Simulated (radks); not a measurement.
Task: These are the eigenvalues of the occupied orbitals of an atom or ion with whole-number occupations (hartree). All-electron calculation, Dirac Kohn-Sham, LDA (Slater exchange, Perdew-Wang correlation), spin-unpolarised, spherical densities, finite nucleus; Fermi nuclear charge, rms radius of each element as measured or else 0.836 A^(1/3) + 0.57 fm. Program: a radial shooting solver on a logarithmic mesh with Libxc functionals.

1s1/2: -161.6832
2s1/2: -17.96818
2p1/2: -14.95701
2p3/2: -14.78708
3s1/2: -2.55413
3p1/2: -1.77873
3p3/2: -1.75880
4p1/2: -0.31415

Which element is it, and in what charge state? The configuration may be excited. Open shells, if any, fill j = l - 1/2 first.

Result: Z = 21, scandium, charge +1: Sc+ in [Ar] 4p2. The list shows which subshells hold electrons but not how many an open one holds; the 1s level, -161.68 hartree, gives Z - s = 18.0 by -(Z - s)^2/2, which with screening and relativity narrows Z to a few neighbours, and the depths of the outer levels then fix element, charge and occupations together.
